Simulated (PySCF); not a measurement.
An unknown gives this computed stick spectrum. Level of theory: TDDFT PBE0/def2-SVPD, vertical, gas phase, core orbitals frozen in the response in PySCF 2.14.0, density-fitted response routines. Geometries: PBE0-D3(BJ)/def2-SVP, one conformer each.

```
state  λ (nm)       f
   S1   290.6   0.013
   S2   250.0   0.151
   S3   204.3   0.036
   S4   192.1   0.122
   S5   182.1  0.0063
   S6   176.3   0.031
   S7   172.8   0.051
   S8   168.8   0.010
   S9   165.1   0.011
  S10   164.4  0.0042
```

Triplets computed (Tamm–Dancoff): 3.62, 3.91, 4.63, 5.49 eV.

Task: Which candidate is it? All have the formula C8H7F3O.
A. `C=C1C=C(C(F)(F)F)/C1=C\OC`
B. `C=C(c1cc1=O)[C@H](C)C(F)(F)F`
C. `O=C([C@@H]1[C@H]2C=CC[C@H]21)C(F)(F)F`

Result: C. Its S1, at 4.27 eV, is the highest among the candidates; the nearest of the others has S1 at 3.89 eV. S1 is HOMO-1→LUMO (65%), HOMO→LUMO (29%). Löwdin shares by element: HOMO carbon 72% or more (atoms not listed hold the other 29%); LUMO carbon 44% or more, oxygen 28% (atoms not listed hold the other 27%). At the same level the other candidates give, for their lowest levels:
- `C=C1C=C(C(F)(F)F)/C1=C\OC`: 319 nm (f 0.028); 245 nm (f 0.113); 225 nm (f 0.560); 210 nm (f 0.010); 199 nm (f 0.506); T1 2.71 eV; HOMO -6.39, LUMO -1.48 eV
- `C=C(c1cc1=O)[C@H](C)C(F)(F)F`: 367 nm (f 0.001); 236 nm (f 0.012); 232 nm (f 0.249); 193 nm (f 0.004); 191 nm (f 0.112); T1 3.09 eV; HOMO -6.95, LUMO -2.20 eV
